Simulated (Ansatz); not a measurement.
Compare A (`CC(C)=C[SiH3]`) with its isomer B (`C=CCC[SiH3]`).

Calculated with Ansatz (gas phase, PBE0-D4/def2-TZVP geometries, no zero-point term in ΔE). CCSD(T)/CBS adds triple-zeta CCSD(T) − MP2 to the extrapolated MP2 energy (def2 sets, frozen cores). DFT in def2-TZVPP. B3LYP here is the variant with VWN-RPA as its local correlation; programs differ in this. One conformer a species, not always the lowest.

A:

Z-matrix (Å, degrees):
```
C
C 1 1.496
H 1 1.095 2 110.5
H 1 1.095 2 110.5 3 117.7
H 1 1.091 2 112.9 3 -121.1
C 2 1.496 1 114.8 3 -58.8
C 2 1.338 1 123.0 3 121.3
H 6 1.090 2 111.8 1 179.8
H 6 1.095 2 110.6 1 -59.1
H 6 1.095 2 110.7 1 58.6
Si 7 1.858 2 125.9 1 0.0
H 7 1.089 2 117.1 1 179.9
H 11 1.487 7 108.9 2 -179.9
H 11 1.490 7 112.2 2 -60.2
H 11 1.490 7 112.2 2 60.5
```

B:

```xyz
15

C    -1.348    0.446    1.763
C    -0.223   -0.161    1.413
C     0.871    0.458    0.608
C     1.138   -0.291   -0.702
Si   -0.337   -0.367   -1.869
H    -2.113   -0.061    2.339
H    -1.544    1.477    1.483
H    -0.070   -1.198    1.708
H     0.616    1.501    0.395
H     1.791    0.475    1.204
H     1.463   -1.317   -0.492
H     1.967    0.184   -1.237
H    -0.946    0.985   -2.009
H    -1.382   -1.309   -1.391
H     0.117   -0.821   -3.213
```

Q: Which is lower in electronic energy at CCSD(T)/CBS, and by how much? (An estimate is asked.)

A: The calculation gave: A, by 22.3 kJ/mol.

Q: Give E(B) − E(A) in kJ/mol with B3LYP-D4, CCSD(T)/def2-TZVPP, r2SCAN-D4, ωB97M-V, B3LYP, MP2/def2-TZVPP, PBE-D4. (An estimate is asked.)

A: Computed: B3LYP-D4 25.1, CCSD(T)/def2-TZVPP 22.3, r2SCAN-D4 28.4, ωB97M-V 22.8, B3LYP 25.4, MP2/def2-TZVPP 24.4, PBE-D4 27.2. None reverses the order clearly.

Largest T1 diagnostic: 0.011.
